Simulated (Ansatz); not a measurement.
These are Ansatz (a quantum-chemistry and plane-wave program) with frozen-core CCSD(T)/cc-pVTZ // CAM-B3LYP-D3(BJ)/def2-TZVP values and carry that method's errors.

Ansatz 0.2 input:
```yaml
crystal:
  periodic: [false, false, false]
  atoms:
    - { symbol: N, position_ang: [-0.040025, 1.766765, 0.069413] }
    - { symbol: Al, position_ang: [0.000026, 0.000001, -0.000012] }
    - { symbol: N, position_ang: [1.54584, -0.843864, -0.161944] }
    - { symbol: N, position_ang: [-1.505823, -0.922902, 0.092508] }
    - { symbol: H, position_ang: [-0.871928, 2.321162, 0.180397] }
    - { symbol: H, position_ang: [0.765781, 2.3652, 0.003909] }
    - { symbol: H, position_ang: [1.654384, -1.841647, -0.228161] }
    - { symbol: H, position_ang: [2.445968, -0.396708, -0.201425] }
    - { symbol: H, position_ang: [-1.569042, -1.926691, 0.080408] }
    - { symbol: H, position_ang: [-2.425182, -0.521317, 0.164907] }
basis:
  gaussian: { orbitals: cc-pVTZ }
correlation:
  method: ccsd_t
```

Output:

```
Functional definition: HF
1213 factors; integrals over basis functions are off by at most 1.0e-3 eV
mean field evaluation 1: about -11121.9633 eV, gradient 5.7e1 eV
mean field evaluation 2: about -11122.0387 eV, gradient 5.7e1 eV
mean field evaluation 4: about -11128.3031 eV, gradient 2.9e0 eV
mean field evaluation 8: about -11128.3519 eV, gradient 1.3e-1 eV
mean field evaluation 16: about -11126.3294 eV, gradient 3.2e1 eV
mean field -11128.35193380 eV, -408.9593904993 hartree, gradient 2.8e-6 eV, S^2 0.000000; 0 other end points of the search recorded, 0 dependent functions left out
8 core orbitals not correlated
reference -11128.35193380 eV, -408.9593904993 hartree; 12, 12 occupied and 188, 188 virtual orbitals, 1213 factors
second order -19.81178851 eV of doubles, -0.00000000 eV of singles
cycle   1  -20.06449886 eV  change   -2.5e-1 eV  update   7.7e-2
cycle   2  -20.46268986 eV  change   -4.0e-1 eV  update   2.2e-2
cycle   3  -20.54079789 eV  change   -7.8e-2 eV  update   1.0e-2
cycle   4  -20.53393673 eV  change    6.9e-3 eV  update   2.3e-3
cycle   5  -20.53456221 eV  change   -6.3e-4 eV  update   1.0e-3
cycle   6  -20.53458677 eV  change   -2.5e-5 eV  update   2.5e-4
cycle   7  -20.53443120 eV  change    1.6e-4 eV  update   8.2e-5
cycle   8  -20.53442034 eV  change    1.1e-5 eV  update   2.7e-5
perturbative correction -0.74980800 eV, -0.0275549357 hartree
Total energy: -11149.63616214 eV, -409.7415714640 hartree
```

Cost: very roughly 80 core-seconds.
